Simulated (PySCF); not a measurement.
PySCF input for Si(Cl)(OH)2(NH2) (ClH4NO2Si), SMILES N[Si](O)(O)Cl, SMD-M06-2X/6-31G*. Coordinates come from a PBE0-D3(BJ)/def2-SVP optimisation. This is a generated structure with no PubChem entry under its InChIKey; it may be hypothetical. One conformer was computed; it need not be the lowest.

```python
import numpy as np
from pyscf import gto, scf, dft
from pyscf.solvent import smd

mol = gto.M(
    atom='''
    N     1.79073047   -0.30433070   -0.15728374
    Si    0.12323270   -0.02293139   -0.33820305
    O    -0.23742751    1.37858554   -1.13185812
    O    -0.62578571   -1.20677355   -1.20044528
    Cl   -0.61680985    0.06762555    1.59345683
    H     2.13162830   -0.72940840    0.69623705
    H     2.35451173   -0.55838065   -0.96053689
    H     0.12310679    2.18472348   -0.75101667
    H    -1.47814451   -0.96971034   -1.57919326
    ''',
    basis='6-31G*',
    charge=0,
    spin=0,
    max_memory=1600,
    verbose=3,
)
mf = dft.RKS(mol, xc='m06-2x').density_fit(auxbasis='def2-universal-jkfit')
mf.grids.level = 4
mf.conv_tol = 1e-9
mf.max_cycle = 100
mf.kernel()
res = {}
for name in ['water', 'chlorobenzene', '2-propanol']:
    s = mf.SMD()
    s.with_solvent.solvent, s.with_solvent.sasa_ng = name, 302
    s.kernel(mf.make_rdm1())
    res[name] = (s.e_tot, s.with_solvent.get_cds(), s.dip_moment(), s.mo_energy, s.converged)
    print(f'SMD {name}: dG(solv) = {(s.e_tot - mf.e_tot) * 627.509474:.3f} kcal/mol, of which CDS {res[name][1] * 627.509474:.3f}')
```

Program output:

```
converged SCF energy = -957.309668065354
converged SCF energy = -957.328102768547
Dipole moment(X, Y, Z, Debye):  1.73555,  0.79672, -1.08983
SMD water: dG(solv) = -11.568 kcal/mol, of which CDS 2.964
converged SCF energy = -957.321253947882
Dipole moment(X, Y, Z, Debye):  1.68261,  0.61833, -1.16503
SMD chlorobenzene: dG(solv) = -7.270 kcal/mol, of which CDS -0.932
converged SCF energy = -957.329484020224
Dipole moment(X, Y, Z, Debye):  1.70280,  0.76038, -1.13736
SMD 2-propanol: dG(solv) = -12.435 kcal/mol, of which CDS 0.243
```

The calculation finished and met its thresholds.
